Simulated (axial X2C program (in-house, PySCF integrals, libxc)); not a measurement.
# Potential curves of ZrH⁺, with spin–orbit coupling

Computed with an axial X2C code built on PySCF integrals. Two-component (2c) means X2C with spin–orbit coupling and atomic mean-field two-electron Coulomb and Gaunt terms. Basis: Zr dyall-cv3z [11s12p9d6f3g], H dyall-v3z [6s2p1d] (cores contracted in-house); Gaussian nuclei, density fitting, unrestricted open shells. Masses: Zr 89.905 u, H 1.008 u.

State: Ω = 1 (⟨Sz⟩ = -0.98, ⟨Lz⟩ = 1.98 at HF). Energies in cm⁻¹ from the lowest point of each curve. Fits are polynomials in 1 − R0/R over 0.85 to 1.23 times the lowest point R0.

```csv
R (Å),CCSD(T),CCSD
1.6407,1548,1545
1.6948,659,656
1.7489,165,163
1.8030,0,0
1.8661,151,154
1.9292,599,607
2.0103,1514,1531
```

Correlated methods: 12 electrons correlated (number of frozen shells: Zr 3 s, 2 p, 1 d; H none), 242 virtual spin orbitals or spinors in MP2, 90 natural virtuals in coupled cluster.

One determinant describes the state; a PBE0 search over occupations chose it and may have missed a lower one. CCSD and (T) use frozen natural virtuals with an MP2 correction for the truncation; (T) itself is uncorrected, so its De runs slightly low. Other states lie close and PBE0, whose exact exchange favours high spin, may order them wrongly; the determinant shown need not be the ground state. The nearest other 2c determinant of the search, Ω = 2, lies 0.10 eV up at the distance of the search. With several unpaired electrons one determinant need not be a pure state. Coupled cluster ran on the points near the minimum only. MP2 and coupled cluster on one determinant become unreliable at the stretched end.

Q: What are Re and ωe at the CCSD(T) level?

A: At CCSD(T), 2c: Re = 1.807 Å, ωe ≈ 1760 cm⁻¹; Be follows as 5.18 cm⁻¹.

Q: Fit the CCSD curve near its minimum: give the equilibrium distance and the harmonic wavenumber.

A: At CCSD, 2c: Re = 1.806 Å, ωe ≈ 1770 cm⁻¹; Be follows as 5.18 cm⁻¹.
